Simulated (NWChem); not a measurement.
System: NH2SeBr; SMILES N[Se]Br

Input file for NWChem:

```
start job
memory heap 200 mb stack 900 mb global 1100 mb
geometry units angstroms noautosym nocenter noautoz
  Se     0.380214     0.947525     0.000000
  Br    -0.010753    -1.402473     0.000000
  N     -1.229558     1.708024     0.000000
  H     -1.782185     1.609795     0.847235
  H     -1.782185     1.609795    -0.847235
end
basis spherical
  * library def2-svpd
end
dft
  xc xcamb88 1.00 lyp 0.81 vwn_5 0.19 hfexch 1.00
  cam 0.33 cam_alpha 0.19 cam_beta 0.46
  iterations 150
end
property
  response 1 0.0
end
task dft property
```

NWChem printed, in part:

```
             Northwest Computational Chemistry Package (NWChem) 7.3.0
             --------------------------------------------------------

                             Geometry "geometry" -> ""
                             -------------------------

 Output coordinates in angstroms (scale by  1.889725989 to convert to a.u.)

  No.       Tag          Charge          X              Y              Z
 ---- ---------------- ---------- -------------- -------------- --------------
    1 Se                  34.0000     0.38021400     0.94752500     0.00000000
    2 Br                  35.0000    -0.01075300    -1.40247300     0.00000000
    3 N                    7.0000    -1.22955800     1.70802400     0.00000000
    4 H                    1.0000    -1.78218500     1.60979500     0.84723500
    5 H                    1.0000    -1.78218500     1.60979500    -0.84723500

 Effective nuclear repulsion energy (a.u.)     406.6854971232

                              NWChem Property Module
                              ----------------------

                                 NWChem DFT Module
                                 -----------------

 Summary of "ao basis" -> "ao basis" (spherical)
 ------------------------------------------------------------------------------
       Tag                 Description            Shells   Functions and Types
 ---------------- ------------------------------  ------  ---------------------
 Se                        def2-svpd                15       41   6s5p4d
 Br                        def2-svpd                15       41   6s5p4d
 N                         def2-svpd                 8       20   4s2p2d
 H                         def2-svpd                 4        8   2s2p

            General Information
            -------------------
          SCF calculation type: DFT
          Wavefunction type:  closed shell.
          No. of atoms     :     5
          No. of electrons :    78
           Alpha electrons :    39
            Beta electrons :    39
          Charge           :     0
          Spin multiplicity:     1
          Use of symmetry is: off; symmetry adaption is: off
          Maximum number of iterations: 150
          AO basis - number of functions:   118
                     number of shells:    46
          Convergence on energy requested:  1.00D-06
          Convergence on density requested:  1.00D-05
          Convergence on gradient requested:  5.00D-04

              XC Information
              --------------
                     Hartree-Fock (Exact) Exchange  1.000
                   CAM-Becke88 Exchange Functional  1.000
                      VWN V Correlation Functional  0.190 local
              Lee-Yang-Parr Correlation Functional  0.810

           Range-Separation Parameters
           ---------------------------
           Alpha           :  0.19
           Beta            :  0.46
           Gamma           :  0.33
           Short-Range HF  :     F

             Grid Information
             ----------------
          Grid used for XC integration:  medium
          Radial quadrature: Mura-Knowles
          Angular quadrature: Lebedev.
          Tag              B.-S. Rad. Rad. Pts. Rad. Cut. Ang. Pts.
          ---              ---------- --------- --------- ---------
          Se                  1.15      112          12.0       590
          Br                  1.15      112          12.0       590
          N                   0.65       49          12.0       434
          H                   0.35       45          12.0       434
          Grid pruning is: on
          Number of quadrature shells:   363
          Spatial weights used:  Erf1

      Superposition of Atomic Density Guess
      -------------------------------------

 Sum of atomic energies:       -5026.84523906

      Non-variational initial energy
      ------------------------------

 Total energy =   -5027.586775
 1-e energy   =   -7811.040168
 2-e energy   =    2376.767896
 HOMO         =      -0.236293
 LUMO         =      -0.066787

   convergence    iter        energy       DeltaE   RMS-Dens  Diis-err
 ---------------- ----- ----------------- --------- --------- ---------
 d= 0,ls=0.0,diis     1  -5031.2098288876 -5.44D+03  9.33D-03  4.55D-01
 d= 0,ls=0.0,diis     2  -5031.2367598945 -2.69D-02  3.51D-03  1.29D-01
 d= 0,ls=0.0,diis     3  -5031.2488263921 -1.21D-02  1.15D-03  2.35D-02
 d= 0,ls=0.0,diis     4  -5031.2512429805 -2.42D-03  3.77D-04  1.14D-03
 d= 0,ls=0.0,diis     5  -5031.2513306699 -8.77D-05  7.38D-05  1.03D-04
  Resetting Diis
 d= 0,ls=0.0,diis     6  -5031.2513426758 -1.20D-05  4.29D-05  1.34D-05
 d= 0,ls=0.0,diis     7  -5031.2513443787 -1.70D-06  1.20D-05  3.19D-07
 d= 0,ls=0.0,diis     8  -5031.2513444635 -8.49D-08  3.74D-06  1.69D-07

         Total DFT energy =    -5031.251344463519
      One electron energy =    -7811.134656593742
           Coulomb energy =     2559.545453473560
    Exchange-Corr. energy =     -186.347638466575
 Nuclear repulsion energy =      406.685497123238

 Numeric. integr. density =       78.000005297550

                       DFT Final Molecular Orbital Analysis
                       ------------------------------------

 Vector   37  Occ=2.000000D+00  E=-3.651446D-01
              MO Center= -3.2D-01,  1.7D-02,  1.2D-08, r^2= 4.1D+00
   Bfn.  Coefficient  Atom+Function         Bfn.  Coefficient  Atom+Function
  ----- ------------  ---------------      ----- ------------  ---------------
    86      0.354181  3 N  s                 57      0.324596  2 Br px
    54      0.315321  2 Br px                88     -0.286994  3 N  py
    58      0.259889  2 Br py                55      0.257682  2 Br py
     5     -0.244414  1 Se s                  4     -0.223429  1 Se s
    51     -0.206514  2 Br px                91      0.184278  3 N  py

 Vector   38  Occ=2.000000D+00  E=-3.516262D-01
              MO Center= -3.0D-01, -5.1D-01,  4.3D-10, r^2= 3.7D+00
   Bfn.  Coefficient  Atom+Function         Bfn.  Coefficient  Atom+Function
  ----- ------------  ---------------      ----- ------------  ---------------
    57      0.441296  2 Br px                54      0.422441  2 Br px
    88      0.326647  3 N  py                51     -0.276369  2 Br px
    86     -0.234438  3 N  s                 91     -0.233458  3 N  py
    58     -0.215501  2 Br py                55     -0.214059  2 Br py
    52      0.139596  2 Br py               104      0.092031  4 H  s

 Vector   39  Occ=2.000000D+00  E=-2.963546D-01
              MO Center=  2.1D-01,  2.7D-01,  2.3D-08, r^2= 3.2D+00
   Bfn.  Coefficient  Atom+Function         Bfn.  Coefficient  Atom+Function
  ----- ------------  ---------------      ----- ------------  ---------------
    18      0.497815  1 Se pz                15      0.475225  1 Se pz
    59     -0.349687  2 Br pz                56     -0.323223  2 Br pz
    12     -0.288743  1 Se pz                53      0.208355  2 Br pz
   103     -0.096178  4 H  s                111      0.096178  5 H  s
     9      0.093422  1 Se pz               104     -0.088418  4 H  s

 Vector   40  Occ=0.000000D+00  E=-4.800603D-02
              MO Center=  1.7D-01,  1.1D-01,  4.2D-09, r^2= 4.9D+00
   Bfn.  Coefficient  Atom+Function         Bfn.  Coefficient  Atom+Function
  ----- ------------  ---------------      ----- ------------  ---------------
    17      0.523472  1 Se py                58      0.430278  2 Br py
    14      0.414542  1 Se py                86     -0.338639  3 N  s
    55      0.321765  2 Br py                 4     -0.261617  1 Se s
    11     -0.245871  1 Se py                61      0.236487  2 Br py
    45      0.229255  2 Br s                 52     -0.204796  2 Br py

 Vector   41  Occ=0.000000D+00  E= 8.678223D-03
              MO Center= -5.6D-01,  1.3D+00, -5.8D-09, r^2= 7.8D+00
   Bfn.  Coefficient  Atom+Function         Bfn.  Coefficient  Atom+Function
  ----- ------------  ---------------      ----- ------------  ---------------
    86      1.007146  3 N  s                 19      0.930931  1 Se px
     6     -0.838246  1 Se s                 16      0.592126  1 Se px
    20     -0.319198  1 Se py                84      0.298386  3 N  s
    85      0.260182  3 N  s                 17     -0.242748  1 Se py
     5     -0.212805  1 Se s                 13      0.198200  1 Se px

 Vector   42  Occ=0.000000D+00  E= 4.368445D-02
              MO Center= -3.9D-03, -8.1D-01, -3.1D-08, r^2= 1.1D+01
   Bfn.  Coefficient  Atom+Function         Bfn.  Coefficient  Atom+Function
  ----- ------------  ---------------      ----- ------------  ---------------
     6      3.003776  1 Se s                 47     -1.347118  2 Br s
    61     -1.019719  2 Br py                20     -0.952500  1 Se py
     5     -0.773574  1 Se s                 60     -0.321733  2 Br px
    86     -0.288009  3 N  s                 85      0.257009  3 N  s
    45     -0.192139  2 Br s                  4     -0.188829  1 Se s

     Multipole analysis of the density
     ---------------------------------

     L   x y z        total         alpha         beta         nuclear
     -   - - -        -----         -----         ----         -------
     0   0 0 0     -0.000000    -39.000000    -39.000000     78.000000

     1   1 0 0     -0.627859     -0.672642     -0.672642      0.717425
     1   0 1 0      0.668310      1.935647      1.935647     -3.202985
     1   0 0 1     -0.000000     -0.000000     -0.000000      0.000000

     2   2 0 0    -28.737674    -53.390276    -53.390276     78.042879
     2   1 1 0     -1.582749     12.889305     12.889305    -27.361359
     2   1 0 1     -0.000000     -0.000000     -0.000000      0.000000
     2   0 2 0    -32.789889   -239.536814   -239.536814    446.283739
     2   0 1 1     -0.000000     -0.000000     -0.000000      0.000000
     2   0 0 2    -32.535989    -18.831330    -18.831330      5.126671

 *** CALLING NEW AORESP DRIVER FOR CLOSED AND OPEN SHELLS ***
 Entering AOResponse driver routine

--------------------------------------------------------------------------------

          -----------------------------------------------
          Solving response equations for perturbing field
          -----------------------------------------------

 number of frequencies:     1
 frequency in a.u.:  0.0000000E+00
 Perturbing field: electric
 Using El. Dipole Length Gauge

 Setting up CPKS with frequency omega =      0.00000000 a.u.

 STATIC response

                                NWChem CPHF Module
                                ------------------

  scftype          =     RHF
  nclosed          =       39
  nopen            =        0
  variables        =     3081
  # of vectors     =        3
  tolerance        = 0.10D-03
  level shift      = 0.00D+00
  max iterations   =       50
  max subspace     =       30

 SCF residual:    2.0268150128338348E-004

Iterative solution of linear equations
  No. of variables     3081
  No. of equations        3
  Maximum subspace       30
        Iterations       50
       Convergence  1.0D-04

   iter   nsub   residual    time
   ----  ------  --------  ---------
     1      3    3.85D+00      66.0
     2      6    2.01D+00      76.5
     3      9    5.31D-01      87.1
     4     12    1.67D-01      97.8
     5     15    8.62D-02     108.4
     6     18    1.87D-02     118.9
     7     21    1.01D-02     129.4
     8     24    1.18D-03     140.0
     9     27    1.48D-04     150.6
    10     30    8.69D-05     161.1

 Electric Dipole Response Matrix (nonzero elements):

              1        2        3
    1   55.3369  -4.7434   0.0000
    2   -4.7434  84.6050   0.0000
    3    0.0000   0.0000  48.0582

 ------------------------------------------
 average:        62.66670 + I       0.00000

 DFT Linear Response polarizability / au
 Frequency  =       0.0000000 / au
              X              Y              Z
 -----------------------------------------------
 X      55.3369398     -4.7434231      0.0000003
 Y      -4.7434105     84.6049676      0.0000006
 Z       0.0000003      0.0000006     48.0582013
 -----------------------------------------------
 Eigenvalues =      54.5873772     85.3545302     48.0582013
 Isotropic   =      62.6667029
 Anisotropic =      34.4982897
 -----------------------------------------------

 Magnetic Dipole Response Matrix (nonzero elements):

 Exiting AOResponse driver routine
```

Level: CAM-B3LYP/def2-SVPD. Coordinates come from a PBE0/def2-SVP optimisation.
